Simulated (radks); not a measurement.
Values are calculated unless marked as measured or tabulated.
Spherical quantum dot in the effective-mass picture: electrons in a parabolic well V = omega^2 r^2 / 2 with omega = 2.41, all in effective atomic units (hartree* = m*/eps^2 hartree, bohr* = eps/m* bohr), one dielectric constant everywhere. Level of theory: non-relativistic Kohn-Sham, PBEsol, spin-polarised, spherical densities (a radial shooting solver with Libxc functionals). Levels are named by radial order and angular momentum (1s, 1p, 1d, 2s, ...), and open shells are averaged over m. Results are scaled to m* = 0.064 and eps = 9.5, for which hartree* = 19.3 meV and bohr* = 7.855 nm.

N = 15, configuration 1s2 1p6 1d(up 5, down 2). This is the lowest configuration that the search found. Occupied and some empty levels:

level    occupation  eigenvalue (meV)  <r> (nm)
1s up             1            292.60     7.225
1s down           1            293.80     7.157
1p up             3            321.90     9.252
1p down           3            323.62     9.221
1d up             5            353.61     10.73
1d down           2            355.53     10.73
2s up             0            357.81     9.587
2s down           0            359.08     9.621
1f up             0            387.52     11.93
1f down           0            389.45     11.95
2p up             0            394.11     10.89
2p down           0            395.37     10.92

Energy (meV): total 3480.77, kinetic 702.97, external 1398.2, Hartree 1584.3, exchange-correlation -204.66.

Electron density:

r (nm)  n(r) (e/nm^3)
0.914        0.001346
2.44         0.001544
3.97         0.001855
5.50         0.002138
7.02         0.002216
8.55         0.001984
10.1         0.001497
11.6        0.0009296
13.1        0.0004701
14.7        0.0001916
16.2       0.00006270
17.7       0.00001671
19.2        3.574e-06
